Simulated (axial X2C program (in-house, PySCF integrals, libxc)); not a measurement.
## Potential curves of SbP⁺, 2c

Calculated with an axial X2C code built on PySCF integrals. Two-component (2c) means X2C with spin–orbit coupling and atomic mean-field two-electron Coulomb and Gaunt terms. Basis: Sb dyall-cv3z [11s12p8d4f1g], P dyall-v3z [8s7p2d1f] (cores contracted in-house); Gaussian nuclei, density fitting, unrestricted open shells. Masses: Sb 120.904 u, P 30.974 u.

State: Ω = 3/2 (⟨Sz⟩ = 0.51, ⟨Lz⟩ = 0.99 at HF). Energies in cm⁻¹ from the lowest point of each curve. Fits are polynomials in 1 − R0/R over 0.85 to 1.23 times the lowest point R0.

```tsv
R (Å)	HF
2.0053	12101
2.0976	6063
2.1667	3214
2.2359	1411
2.3050	412
2.3857	0
2.4664	167
2.5701	917
2.6968	2166
2.8813	3714
```

One determinant describes the state; a PBE0 search over occupations chose it and may have missed a lower one.

Task: Fit the HF curve near its minimum: give the equilibrium distance and the harmonic wavenumber.

Result: At HF, 2c: Re = 2.398 Å, ωe ≈ 338 cm⁻¹; Be follows as 0.119 cm⁻¹.
